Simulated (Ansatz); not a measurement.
The first iterations of a band of C2H6O2Si (11 atoms, charge 0, multiplicity 1).

Level of theory: RHF/cc-pVDZ in Ansatz.

```json
{
  "movable images": "7",
  "climbing image": "yes",
  "spring": "5.0 eV/Å²",
  "optimiser": "quadratic models (default)",
  "start path": "IDPP",
  "force threshold": "0.05 eV/Å",
  "iteration limit": "60",
  "end points": "relaxed"
}
```

Initial state:

```xyz
11
Properties=species:S:1:pos:R:3
O -1.113 2.146 0.372
C 0.022 2.036 0.018
Si 0.805 0.281 -0.233
C -0.553 -0.981 0.160
O 0.000 -2.265 -0.026
H 0.621 2.954 -0.163
H 1.971 0.154 0.680
H 1.279 0.176 -1.638
H -1.411 -0.806 -0.498
H -0.902 -0.831 1.187
H -0.654 -2.921 0.161
```

Final state:

```xyz
11
Properties=species:S:1:pos:R:3
O -0.895 2.075 0.727
C 0.247 1.807 0.511
Si 0.668 0.315 -0.654
C -0.530 -1.091 -0.228
O -0.172 -1.539 1.061
H 1.045 2.427 0.968
H 2.085 -0.092 -0.470
H 0.462 0.781 -2.053
H -0.469 -1.897 -0.969
H -1.551 -0.696 -0.251
H -0.824 -2.146 1.380
```

| iteration | highest image above the first end (eV) | largest band force component (eV/Å) |
| --- | --- | --- |
| 1 | 0.160 | 1.261 |
| 2 | 0.082 | 0.248 |

Problem. Does the band converge within its limit, and where does its top end?

Solution. The forces met the threshold. It ended after 7 iterations with the highest image 0.071 eV above the first end. A vibrational analysis at the climbing image gives one clearly imaginary mode, 87i cm⁻¹: a first-order saddle point.

Run time: 110 s on 1 thread of Arm Neoverse V2, on a shared host, peak memory 0.2 GiB.
